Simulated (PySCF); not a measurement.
AlBr3, SMILES [Br][Al]([Br])[Br] (connectivity only; charge and spin as stated), charge +1, multiplicity 2.

Geometry optimised at B3LYP-D3(BJ)/def2-SVP. The multiplicity is an assumed one; no other spin state was optimised. The isomer is the one that the SMILES or the coordinates give; other isomers of the formula were not compared.

Level of theory: TDA-B3LYP/def2-SVPD (PySCF).

Vertical excitations; the highest root listed may be one member of a degenerate set. The molecule is in vacuum.

Give excitation energies, oscillator strengths and character. (Estimate from the structure and the level; the computed values follow.)


| state | energy (eV) | λ (nm) | f | main pairs |
|---|---|---|---|---|
| root 1 | 0.41 | 3019 | 0.000 | β HOMO−3→LUMO (degenerate set) |
| root 2 | 0.41 | 3019 | 0.000 | β HOMO−2→LUMO (degenerate set) |
| root 3 | 0.99 | 1249 | 0.000 | β HOMO−4→LUMO 100 % |
| root 4 | 1.40 | 883 | 0.076 | β HOMO→LUMO, β HOMO−6→LUMO (degenerate set) |
| root 5 | 1.40 | 883 | 0.076 | β HOMO−1→LUMO, β HOMO−5→LUMO (degenerate set) |
| root 6 | 2.28 | 544 | 0.072 | β HOMO−6→LUMO (degenerate set) |
| root 7 | 2.28 | 544 | 0.072 | β HOMO−5→LUMO (degenerate set) |
| root 8 | 4.04 | 307 | 0.000 | β HOMO−7→LUMO 100 % |
| root 9 | 5.71 | 217 | 0.011 | β HOMO→LUMO+1 (degenerate set) |
| root 10 | 5.71 | 217 | 0.011 | β HOMO−1→LUMO+1 (degenerate set) |
Unrestricted roots are not spin-pure.
